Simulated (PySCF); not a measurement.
Labels have come off several samples. The candidates:

A. `InChI=1S/C6H7F3O3/c1-4(2-10)5(12-3-11)6(7,8)9/h3,10H,2H2,1H3/b5-4-`
B. `[Si@H](OC)([SiH3])O[SiH2]Cl`
C. `C=C[C@@H]1C[P@@](=O)(C=C)[C@@H]1C`

Spectrum 1. $^{13}$C{$^{1}$H} NMR (computed): δ 53.2 (CH3).

Spectrum 2. $^{13}$C{$^{1}$H} NMR (computed): δ 165.8 (CH), 150.1 (C), 139.0 (C), 130.2 (C), 65.1 (CH2), 18.3 (CH3).

Spectrum 3. $^{13}$C{$^{1}$H} NMR (computed): δ 148.9 (CH), 142.8 (CH2), 140.9 (CH), 123.0 (CH2), 54.4 (CH), 45.3 (CH2), 34.8 (CH), 10.9 (CH3).

One computed conformer, relativity neglected, no solvent model, rapidly exchanging positions averaged. GIAO PBE0/pcSseg-1 shieldings; geometry from GFN2-xTB; PySCF 2.14.0 with density-fitted response routines.

Shifts are taken against calculated references (same method and geometry level): $^{13}$C (186.93 ppm) against TMS. Splittings of carbon signals by F and P are missing where no couplings were computed. Shifts are as computed. Against solution values, carbons near 30 ppm lie about +3 ppm off and those near 130 ppm about +5 ppm. Of 1211 compounds with measured shifts, 218 miss one by over three times the rms of a fit or turn the order of signals round; such compounds aren't used in these exercises.

Match each spectrum to its structure.

Results:

1–B, 2–A, 3–C.

- Spectrum 1 (B): a single $^{13}$C signal, at 53.2 ppm (methyl carbon bonded to O).
- Spectrum 2 (A): 6 $^{13}$C signals; δC 165.8 is an ester carbonyl carbon; δC 139.0 is an alkene carbon bearing oxygen.
- Spectrum 3 (C): 8 $^{13}$C signals; δC 148.9 is an alkene CH; δC 142.8 is a terminal =CH2 carbon.
